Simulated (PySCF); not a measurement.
All values below come from PBE-D3(BJ)/def2-TZVP // PBE0-D3(BJ)/def2-TZVP in PySCF. All species are isolated molecules in the gas phase. One relaxed conformer stands for a flexible species; it need not be the lowest. 

Reference species (SMILES): `[SH][Ga]([SH])[SiH3]` (S–Ga–S–H torsion -179°, S–Ga–S–H torsion 0°) (neutral, multiplicity 1).

```
Property          Value
-------------  --------
LUMO           -2.29 eV
HOMO           -6.29 eV
HOMO–LUMO gap   4.00 eV
```

Changed species: `[SH][Ga]([SH])[SH]` (3 of 3 SiH3 replaced by SH; the reference has 2 of 3 SiH3 replaced by SH).

### Question
Predict the effect on the LUMO, HOMO and HOMO–LUMO gap.

### Answer
the LUMO rises by 0.42 eV, to -1.87 eV; the HOMO drops by 0.16 eV, to -6.45 eV; the HOMO–LUMO gap increases by 0.58 eV, to 4.58 eV.
